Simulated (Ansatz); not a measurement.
Consider the redistribution: `[CH3][K]` + `OCB(O)O` → `[OH][K]` + `CCB(O)O`.

Calculated with Ansatz (gas phase, PBE0-D4/def2-TZVP geometries, no zero-point term in ΔE). CBS: MP2 limit from def2 TZ/QZ plus the TZ coupled-cluster correction, frozen cores. DFT in def2-TZVPP. B3LYP here is the variant with VWN-RPA as its local correlation; programs differ in this. For K outer-core shells are correlated without core-valence functions, which leaves a few kJ/mol of doubt a bond. Scalar relativity is left out up to krypton. Each species was taken in one conformer, which may not be the lowest.

`[CH3][K]`:

Z-matrix (Å, degrees):
```
C
K 1 2.676
H 1 1.098 2 111.7
H 1 1.098 2 111.7 3 -120.0
H 1 1.098 2 111.7 3 120.0
```

`OCB(O)O`:

Z-matrix (Å, degrees):
```
C
B 1 1.580
O 1 1.425 2 107.6
H 1 1.099 2 109.9 3 -121.5
H 1 1.099 2 109.9 3 121.5
O 2 1.360 1 119.4 3 -179.9
O 2 1.358 1 120.0 3 0.1
H 3 0.959 1 109.7 2 -179.9
H 6 0.961 2 112.1 1 -180.0
H 7 0.965 2 109.5 1 -0.0
```

`[OH][K]`:

```xyz
3

O    -0.180    0.251   -0.282
K     0.772   -1.075    1.207
H    -0.592    0.824   -0.925
```

`CCB(O)O`:

Cartesian coordinates in Å:
```
C -0.430 1.390 0.475
C -0.096 0.434 -0.663
B 0.311 -1.027 -0.236
O 0.380 -1.448 1.066
O 0.614 -1.935 -1.206
H -0.702 2.383 0.110
H -1.275 1.030 1.071
H 0.420 1.526 1.152
H 0.718 0.841 -1.274
H -0.943 0.356 -1.354
H 0.155 -0.759 1.695
H 0.848 -2.791 -0.835
```

CCSD(T)/CBS gives -207.2 kJ/mol.

**Question.** Another level gave -192.7 kJ/mol. Which?
A. ωB97M-V/def2-TZVPP
B. PBE-D4/def2-TZVPP
C. r2SCAN-D4/def2-TZVPP
D. B3LYP/def2-TZVPP

**Answer.** A. ωB97M-V -192.7, r2SCAN-D4 -200.4, PBE-D4 -182.6, B3LYP -187.4 kJ/mol.

Largest T1 diagnostic among the species: 0.017.

From PBE to PBE0 (25 % exact exchange), in def2-TZVPP and without D4, ΔE moves by −8.3 kJ/mol.
